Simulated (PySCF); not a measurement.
AlBH₅Si, CH₄Al₂Cl (calculated)

Calculation on a computer-drawn molecule: optimised geometry and harmonic frequencies of an isolated molecule of the commonest isotopes, restricted reference for singlets and unrestricted otherwise, frozen core in MP2. Program: PySCF 2.14.0.

Common to all runs: charge 0; multiplicity 2; method HF; basis cc-pV(D+d)Z.

(1) AlBH₅Si

Start structure:
```xyz
8
AlBH5Si
Al    -1.4678    -0.2146     1.0119
B      0.3060     0.3613     1.5422
Si     1.7241    -0.8848     1.1110
H     -2.9335    -0.5639     0.5334
H      0.4806     1.4878     1.6939
H      1.2415    -2.3080     0.9145
H      2.5094    -0.6271    -0.1683
H      2.9130    -1.0085     2.1545
```

- rotational constants: 25.35, 2.352, 2.234 GHz
- total energy: -558.3708 hartree
- spin squared: 0.8207
- convergence status largest gradient component: 3.291e-05 hartree/bohr

Drawn bonds:
```
atom  other atom  order
   1           2      1
   2           3      1
   1           4      1
   2           5      1
   3           6      1
   3           7      1
   3           8      1
```

Optimised structure:
```xyz
8
AlBH5Si
Al    -1.6969    -0.0561     0.5315
B      0.2719     0.3386     1.1901
Si     1.8331    -0.9672     1.0645
H     -2.9342    -0.6372     1.3425
H      0.5411     1.4622     1.5316
H      1.4356    -2.3232     0.6033
H      2.8659    -0.4601     0.1232
H      2.4568    -1.1147     2.4063
```

Modes:
```
frequency (cm⁻¹)  reduced mass (dalton)
           72.04                  1.172
           116.2                  3.558
           265.2                  1.222
           345.4                  1.168
           447.1                  2.657
           507.9                  1.064
             605                  1.332
             714                  2.447
           722.2                   1.82
           906.3                  1.453
           992.5                   1.11
            1022                  1.051
            1037                  1.036
            1945                  1.045
            2275                   1.05
            2279                   1.05
            2288                   1.02
            2672                   1.09
```

(2) CH₄Al₂Cl

Start structure:
```xyz
8
CH4Al2Cl
Al    -0.7805     0.4804     0.7133
C      0.5366    -1.0584     0.5212
Al     0.9020    -0.0356    -1.1822
Cl     0.3719    -0.6744    -3.0390
H     -1.9741     1.2676     1.4241
H      0.1293    -2.0400     0.5303
H      1.3150    -1.0291     1.2307
H      2.1413     1.0147    -1.2264
```

* rotational constants: 6.856, 1.435, 1.25 GHz
* total energy: -983.5896 hartree
* spin squared: 0.7537
* convergence status largest gradient component: 5.531e-06 hartree/bohr

Drawn bonds:
```
atom  other atom  order
   1           2      1
   2           3      1
   3           4      1
   1           5      1
   2           6      1
   2           7      1
   3           8      1
```

Optimised structure:
```xyz
8
CH4Al2Cl
Al    -0.8205     0.6662     1.3114
C      0.5305    -0.5438     0.5402
Al     1.2243    -0.2045    -1.2327
Cl    -0.0186    -0.5965    -2.9109
H     -2.3608     0.3350     1.0726
H      0.0489    -1.5337     0.5204
H      1.3925    -0.5818     1.2200
H      2.6452     0.3842    -1.5490
```

Modes:
```
frequency (cm⁻¹)  reduced mass (dalton)
            21.6                  4.917
           100.5                  1.149
           139.5                   3.95
           203.8                  3.414
           453.4                  1.917
           487.7                  2.412
           505.1                  1.299
             575                  3.194
           658.3                  1.282
           727.9                  2.257
           748.2                  1.368
           883.3                  1.603
           951.7                  1.093
            1454                  1.099
            1916                  1.044
            2028                  1.043
            3124                  1.056
            3193                  1.102
```
